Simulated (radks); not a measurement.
Charge is removed step by step from the 4f level of the europium ion Eu3+, starting from [Xe] 4f6. All-electron calculation, non-relativistic Kohn-Sham, SCAN, spin-unpolarised, spherical densities, point nucleus; meta-GGA in the generalised Kohn-Sham scheme; relativity is left out, which matters for an element this heavy. Program: a radial shooting solver on a logarithmic mesh with Libxc functionals.

| removed (e) | E - E(0) (eV) | eigenvalue (eV) | E minus straight line (eV) |
|---|---|---|---|
| 0 | 0.000 | -36.694 | 0.000 |
| 0.25 | 9.822 | -41.593 | -1.873 |
| 0.5 | 20.804 | -46.639 | -2.587 |
| 0.75 | 33.138 | -51.826 | -1.948 |
| 1 | 46.782 | -57.148 | 0.000 |

Removing the whole electron costs 46.782 eV by Delta-SCF, against 36.694 eV from minus the eigenvalue at the starting occupation. Slater's transition state (half an electron removed) gives 46.639 eV. Integrating minus the eigenvalue over the occupation (Janak's theorem) gives 46.733 eV. The mean slope of the eigenvalue, de/dn, is 20.5 eV per electron. Ionisation energy of Eu3+ in the NIST Atomic Spectra Database: 42.9 eV (semi-empirical).

Beside tabulated values, note that spin-unpolarised runs miss the spin-polarisation part of the exchange energy of open shells.
